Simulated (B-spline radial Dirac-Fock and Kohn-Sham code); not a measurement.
Level of theory: independent-particle radiative and Coulomb Auger rates from relativistic LDA hole-state orbitals, with Dirac-Fock energies; a radial B-spline solver. Free neutral atoms.

**Question.** Order these holes by fluorescence yield, smallest first.
A. Pr K (1s)
B. Tl L3 (2p3/2)
C. Pd L3 (2p3/2)
D. As K (1s)
E. Te M4 (3d3/2)

**Answer.** E (0.000378), C (0.0526), B (0.330), D (0.571), A (0.917).

Values without a named source are computed, but for edge energies of neutral atoms, which are taken from tables.
